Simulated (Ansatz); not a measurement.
Consider the ligand exchange at the Sb–O bond: `[OH][Sb]([F])[SiH3]` + HCl → `[F][Sb]([SiH3])[Cl]` + H₂O.

Computed with Ansatz on PBE0-D4/def2-TZVP structures; ΔE is electronic, products minus reactants. CCSD(T)/CBS adds triple-zeta CCSD(T) − MP2 to the extrapolated MP2 energy (def2 sets, frozen cores). This one scheme is used for every species. DFT in def2-TZVPP. B3LYP here is the variant with VWN-RPA as its local correlation; programs differ in this. def2 core potentials past Kr. For Sb outer-core shells are correlated without core-valence functions, which leaves a few kJ/mol of doubt a bond. One conformer a species, not always the lowest.

`[OH][Sb]([F])[SiH3]`:

Z-matrix (Å, degrees):
```
Si
Sb 1 2.614
H 1 1.488 2 110.3
H 1 1.486 2 110.8 3 -121.1
H 1 1.489 2 107.4 3 118.8
F 2 1.928 1 90.4 3 -178.8
O 2 1.950 1 95.0 3 -81.7
H 7 0.962 2 113.5 1 -33.2
```

HCl:

```xyz
2

Cl   -0.394   -0.450   -0.227
H     0.394    0.450    0.227
```

`[F][Sb]([SiH3])[Cl]`:

Z-matrix (Å, degrees):
```
Si
Sb 1 2.605
H 1 1.487 2 109.7
H 1 1.483 2 107.9 3 -120.8
H 1 1.486 2 108.1 3 119.2
Cl 2 2.349 1 91.4 3 171.8
F 2 1.919 1 92.3 3 74.6
```

H₂O:

Z-matrix (Å, degrees):
```
O
H 1 0.960
H 1 0.960 2 105.1
```

(1) Is it downhill or uphill in electronic energy at CCSD(T)/CBS, and by how much? (Best estimate.)

(2) What do these levels give: BLYP-D4, B3LYP-D4, BHLYP-D4, PBE-QIDH, revPBE, BLYP, r2SCAN0, CAM-B3LYP, HF/def2-TZVPP, HF/def2-QZVPP, MP2/def2-QZVPP, SCS-MP2/def2-QZVPP? (Best estimate.)

Largest T1 diagnostic among the species: 0.015.

Results:

(1) The calculation gave: Downhill: ΔE = -57.7 kJ/mol.

(2) Computed: BLYP-D4 -53.5, B3LYP-D4 -57.2, BHLYP-D4 -61.5, PBE-QIDH -57.7, revPBE -54.6, BLYP -50.4, r2SCAN0 -59.2, CAM-B3LYP -49.8, HF/def2-TZVPP -60.0, HF/def2-QZVPP -60.4, MP2/def2-QZVPP -58.6, SCS-MP2/def2-QZVPP -55.4 kJ/mol.

From r2SCAN to r2SCAN0 (25 % exact exchange), in def2-TZVPP and without D4, ΔE moves by −4.7 kJ/mol. At CCSD(T), def2-SVP lies +6.5 kJ/mol from the extrapolated value and def2-TZVPP +8.2 kJ/mol. In def2-TZVPP, CCSD(T) changes the Hartree–Fock value by +10.5 kJ/mol (the triples alone add +1.1 kJ/mol) and MP2 by +6.3 kJ/mol.
